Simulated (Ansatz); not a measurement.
Ideal-gas functions of GeH6OSi, SMILES `[SiH3][O][GeH3]` at 500 K and 1 bar, from an Ansatz frequency run at PBE0-D4/def2-TZVP.

Molar mass 122.74 g/mol, point group Cs (symmetry number 1), electronic degeneracy 1, moments of inertia 17.815, 242.731, 248.237 u Å². Harmonic wavenumbers (cm⁻¹, unscaled): 30, 50, 114, 522, 635, 642, 727, 739, 849, 872, 874, 950, 959, 989, 1042, 2157, 2160, 2189, 2202, 2207, 2238.

Use S(trans) = R[1.5 ln M + 2.5 ln T − 1.1517]; rotational temperatures θ = 24.2544 K / I; S(rot) = R[ln(√π/σ · √(T³/θAθBθC)) + 1.5]; for each mode x = 1.438777 ν̃/T, S = R[x/(eˣ − 1) − ln(1 − e⁻ˣ)] and H = RT x/(eˣ − 1); 1 cm⁻¹ = 0.0119627 kJ/mol; R = 8.31446 J/(mol·K).

By hand: the entropy, in J/(mol·K).

Translation 179.6. Rotation: θ = 1.3615, 0.0999, 0.0977 K, giving 112.7. Vibration, mode by mode: 28.68, 24.44, 17.62, 5.67, 4.37, 4.30, 3.54, 3.45, 2.69, 2.55, 2.54, 2.14, 2.09, 1.96, 1.73, 0.12, 0.12, 0.11, 0.11, 0.11, 0.10, in all 108.5. Electronic 0.0. Sum 400.8 J/(mol·K).

By hand: H − E and G − E in kJ/mol, counted from the electronic energy.

Zero-point energy ½ × 23147 × 0.0119627 = 138.5; thermal vibration 24.5; translation, rotation and pV give 4 RT = 16.6. H − E = 179.6 kJ/mol, and G − E = 179.6 − 500 × 400.8/1000 = -20.8 kJ/mol.

Vibration gives 27 % of the entropy, 70.7 J/(mol·K) of it from the modes under 150 cm⁻¹: soft modes count most, and the harmonic formula is weakest for them.
